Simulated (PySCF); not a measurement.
Species: (Br2B-mu-SH)2.
Bonds: B1–Br2, B1–Br3, B1–S4, B1–S8, S4–B5, B5–Br6, B5–Br7, B5–S8. Hydrogens: H9 on S4; H10 on S8.

Computed by this run: PBE0-D3(BJ)/def2-SVP geometry optimisation, gas phase in PySCF; density fitting, grid level 1; the optimiser is geomeTRIC in internal coordinates, started from a GFN2-xTB structure with every atom displaced at random (about 0.03 Å).

Step 0: E = -303163.6956 eV
```
atom  x, y, z in Å  |  force x, y, z in eV/Å
B1     -1.2019   -0.3723   -0.5531   -0.312   1.925   0.617
Br2    -1.5671   -1.9271   -1.5794    0.174  -0.584  -0.277
Br3    -2.8231    0.8890   -0.3755    1.163  -0.674   0.028
S4      0.4859    0.7484   -1.2739   -2.083   1.862   2.419
B5      1.2551    0.2733    0.5345   -0.364   0.372  -0.130
Br6     1.5489    1.9237    1.5668   -0.045  -0.073  -0.058
Br7     2.7854   -0.9107    0.3446    0.084  -0.201   0.004
S8     -0.3435   -0.7206    1.2538   -0.141   0.086  -0.488
H9      0.9316   -0.2271   -1.9227    1.346  -2.602  -1.732
H10    -0.9466    0.2467    2.0094    0.179  -0.111  -0.384
```

Step 1: E = -303164.0783 eV
```
atom  x, y, z in Å  |  force x, y, z in eV/Å
B1     -1.1889   -0.3328   -0.5310    0.297   0.762   0.103
Br2    -1.5222   -1.9123   -1.5879    0.061  -0.365  -0.159
Br3    -2.7001    0.8892   -0.3044   -0.144   0.096   0.026
S4      0.4202    0.7396   -1.2323   -0.329  -0.421   0.073
B5      1.2210    0.2854    0.5325   -0.128   0.135  -0.053
Br6     1.4916    1.9283    1.5711    0.037   0.024   0.012
Br7     2.7565   -0.9087    0.3328    0.060  -0.054   0.008
S8     -0.3468   -0.7241    1.2208    0.032  -0.317   0.035
H9      0.9340   -0.2974   -1.9354    0.099   0.080  -0.003
H10    -0.9405    0.2561    1.9381    0.016   0.060  -0.043
```

Question: Estimate the geometry and energy of step 2. (The exact step hangs on the optimiser's Hessian estimate; all steps are aligned on step 1, rigid shifts and turns removed.)

Answer: E = -303164.1092 eV, largest force 0.339 eV/Å
```
atom  x, y, z in Å  |  force x, y, z in eV/Å
B1     -1.1856   -0.3102   -0.5273    0.122   0.313  -0.048
Br2    -1.4974   -1.9195   -1.5877   -0.008  -0.086  -0.005
Br3    -2.7040    0.9155   -0.2944    0.006  -0.052  -0.007
S4      0.3982    0.7226   -1.2277   -0.069  -0.255  -0.101
B5      1.2102    0.2844    0.5302   -0.009   0.072   0.013
Br6     1.4821    1.9307    1.5661    0.019  -0.018  -0.011
Br7     2.7537   -0.9087    0.3295    0.012   0.009  -0.002
S8     -0.3462   -0.7384    1.2178   -0.052  -0.168   0.069
H9      0.9447   -0.3044   -1.9311   -0.030   0.149   0.069
H10    -0.9310    0.2511    1.9291    0.009   0.035   0.023
```

The energy changes by -0.0309 eV. The first-order estimate −F·Δx gives -0.0468 eV and the mean of the old and new forces, exact on a quadratic surface, -0.0295 eV. The step makes an angle of 48° with the force vector and moves no atom by more than 0.028 Å.

What follows is the cost of the whole optimisation. Hardware: one thread, Arm Neoverse V1 (aarch64), shared host. Cost: 4.7 min of wall time, 1.5 GiB resident at most.
